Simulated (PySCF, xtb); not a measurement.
Sn(F)2(OH)(NH2) (F2H3NOSn), SMILES [NH2][Sn]([OH])([F])[F]. One conformer was computed; it need not be the lowest.

Harmonic wavenumbers (cm⁻¹) from GFN2-xTB run with xtb at its own minimum, in rising order: 41, 92, 115, 123, 126, 143, 197, 341, 442, 500, 559, 747, 800, 862, 1414, 3335, 3369, 3573.

**Question.** What does PySCF with PBE0-D3(BJ)/def2-SVP give at its own minimum? (Estimate from the structure and the level; the computed values follow.)

**Answer.** 82, 138, 143, 166, 182, 190, 226, 527, 635, 654, 665, 680, 861, 897, 1531, 3554, 3662, 3879. Paired by order, the mean absolute difference is 113 cm⁻¹ and the zero-point energies are 24.0 and 26.7 kcal/mol.
